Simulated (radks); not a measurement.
Values are calculated unless marked as measured or tabulated.
These are the eigenvalues of the occupied orbitals of an atom or ion with whole-number occupations (eV). Code: a radial shooting solver on a logarithmic mesh with Libxc functionals. Model: scalar-relativistic Kohn-Sham, r2SCAN, spin-polarised, spherical densities, finite nucleus; meta-GGA in the generalised Kohn-Sham scheme; Fermi nuclear charge, rms radius of each element as measured or else 0.836 A^(1/3) + 0.57 fm.

| orbital | eigenvalue |
|---|---|
| 1s | -11833.17 |
| 2s | -2186.917 |
| 2p | -2017.460 |
| 3s | -818.0897 |

Which element is it, and in what charge state? The configuration may be excited. Open shells, if any, are filled with parallel spins first.

Answer. Z = 32, germanium, charge +20: Ge20+ in [Ne] 3s2. The list shows which subshells hold electrons but not how many an open one holds; the 1s level, -434.86 hartree, gives Z - s = 29.5 by -(Z - s)^2/2, which with screening and relativity narrows Z to a few neighbours, and the depths of the outer levels then fix element, charge and occupations together.
